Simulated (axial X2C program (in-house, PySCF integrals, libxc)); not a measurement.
Potential curves of RuSi, scalar-relativistic

Computed with an in-house relativistic program for diatomic molecules. Spin-free means the one-electron spin-free X2C Hamiltonian. Basis: Ru dyall-cv3z [12s12p8d5f3g], Si dyall-v3z [8s7p2d1f] (cores contracted in-house); Gaussian nuclei, density fitting, unrestricted open shells. Masses: Ru 101.904 u, Si 27.977 u.

State: M_S = 1, Λ = 2 (beyond evenly filled blocks: σα, δ+α, δ+β, δ-α). Energies in eV from the fragments at the same level (Ru + Si). Fits are polynomials in 1 − R0/R over 0.85 to 1.23 times the lowest point R0.

```
 R (Å)  r2SCAN0
1.8253  -2.0883
1.9092  -2.7010
1.9721  -2.9497
2.0351  -3.0683
2.0980  -3.0935
2.1714  -3.0407
2.2449  -2.9270
2.3393  -2.7234
2.4547  -2.4235
2.6225  -1.9496
```

One determinant describes the state; a PBE0 search over occupations chose it and may have missed a lower one. Dissociation energies refer to the lowest single-determinant-based atoms at the same level and basis. Other states lie close and PBE0, whose exact exchange favours high spin, may order them wrongly; the determinant shown need not be the ground state. The nearest other spin-free determinant of the search, M_S = 1, Λ = 0, lies 0.38 eV up at the distance of the search. The functionals have no current-density term, which raises determinants with orbital currents, atoms included. The determinant is spin-polarised beyond a pure state at some levels (its spin-free form has ⟨S²⟩ too high), which makes Re and μ there less reliable.

(1) What are Re, ωe and De at the r2SCAN0 level?

Results:

(1) At r2SCAN0, spin-free: Re = 2.087 Å, ωe ≈ 467 cm⁻¹, De = 3.09 eV to Ru + Si; Be follows as 0.176 cm⁻¹.
